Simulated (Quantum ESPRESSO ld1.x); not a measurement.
Input (ld1.x (Quantum ESPRESSO 7.5)):

```
 &input
    zed=83.0,
    iswitch=1,
    rel=1,
    lsd=1,
    dft='PW',
    config='[Xe] 4f14 5d9 6s1 6p1 7s0 5f0',
    verbosity='high',
    prefix='ld1',
    max_out_wfc=37,
    file_charge='ld1.rho',
 /
```

Command: `OMP_NUM_THREADS=1 ld1.x < ld1.in > ld1.out`

It prints (banner and zero overlaps left out):

```
     Program LD1 v.7.5 starts

     --------------------------- All-electron run ----------------------------

     scalar relativistic calculation

     atomic number is 83.00
     dft =PW   lsd =1 sic =0 latt =0  beta=0.20 tr2=1.0E-14
     Exchange-correlation= PW
                           (   1   4   0   0   0   0   0)
     mesh =2129 r(mesh) =  99.99892 a.u. xmin = -8.00 dx = 0.00800
     1 Ry =  13.60569312 eV, c = 137.03599908

     n l     nl                  e(Ry)          e(Ha)          e(eV)
     1 0     1S 1( 1.00)   -6663.894284245   -3331.947142122 -90666.9006355
     2 0     2S 1( 1.00)   -1200.349301517    -600.174650759 -16331.5842368
     2 1     2P 1( 3.00)   -1027.498271016    -513.749135508 -13979.8261598
     3 0     3S 1( 1.00)    -292.427121644    -146.213560822  -3978.6736779
     3 1     3P 1( 3.00)    -243.063626608    -121.531813304  -3307.0491130
     4 0     4S 1( 1.00)     -69.802193353     -34.901096677   -949.7072221
     4 1     4P 1( 3.00)     -53.626639571     -26.813319785   -729.6276012
     3 2     3D 1( 5.00)    -193.468731565     -96.734365783  -2632.2761906
     5 0     5S 1( 1.00)     -15.135215382      -7.567607691   -205.9250958
     5 1     5P 1( 3.00)     -10.544794561      -5.272397280   -143.4692388
     4 2     4D 1( 5.00)     -35.153764857     -17.576882428   -478.2913368
     4 3     4F 1( 7.00)     -14.796332691      -7.398166346   -201.3143619
     5 2     5D 1( 5.00)      -5.392044464      -2.696022232    -73.3625023
     6 0     6S 1( 1.00)      -4.050200622      -2.025100311    -55.1057868
     6 1     6P 1( 1.00)      -3.000934400      -1.500467200    -40.8297925
     7 0     7S 1( 0.00)      -1.742724560      -0.871362280    -23.7109756
     5 3     5F 1( 0.00)      -1.640175224      -0.820087612    -22.3157208
     1 0     1S 2( 1.00)   -6663.888390542   -3331.944195271 -90666.8204476
     2 0     2S 2( 1.00)   -1200.338139492    -600.169069746 -16331.4323698
     2 1     2P 2( 3.00)   -1027.487886998    -513.743943499 -13979.6848781
     3 0     3S 2( 1.00)    -292.419304771    -146.209652386  -3978.5673240
     3 1     3P 2( 3.00)    -243.055448896    -121.527724448  -3306.9378495
     4 0     4S 2( 1.00)     -69.788358802     -34.894179401   -949.5189934
     4 1     4P 2( 3.00)     -53.612261741     -26.806130870   -729.4319809
     3 2     3D 2( 5.00)    -193.458954962     -96.729477481  -2632.1431731
     5 0     5S 2( 1.00)     -15.075755282      -7.537877641   -205.1161000
     5 1     5P 2( 3.00)     -10.474258591      -5.237129295   -142.5095481
     4 2     4D 2( 5.00)     -35.137304448     -17.568652224   -478.0673815
     4 3     4F 2( 7.00)     -14.777176440      -7.388588220   -201.0537279
     5 2     5D 2( 4.00)      -5.296257021      -2.648128511    -72.0592477
     6 0     6S 2( 0.00)      -3.895402582      -1.947701291    -52.9996521
     6 1     6P 2( 0.00)      -2.849477064      -1.424738532    -38.7691105
     7 0     7S 2( 0.00)      -1.685421282      -0.842710641    -22.9313248
     5 3     5F 2( 0.00)      -1.510851292      -0.755425646    -20.5561790

     final scf error:  5.2E-16 reached in  21 iterations

     Etot =  -43029.560193 Ry,  -21514.780096 Ha, -585446.991199 eV
     Total magnetization:    3.00 Bohr mag.

     Ekin =   48815.658536 Ry,   24407.829268 Ha,  664170.869639 eV
     Encl = -107322.333065 Ry,  -53661.166533 Ha,-1460194.728932 eV
     Eh   =   16240.199487 Ry,    8120.099743 Ha,  220959.170473 eV
     Exc  =    -763.085150 Ry,    -381.542575 Ha,  -10382.302379 eV
```

Run on one thread of a shared host, so times are rough (Intel(R) Xeon(R) Processor @ 2.60GHz): 0.93 s of CPU time, 0.96 s wall, 21 iterations on 2129 mesh points.
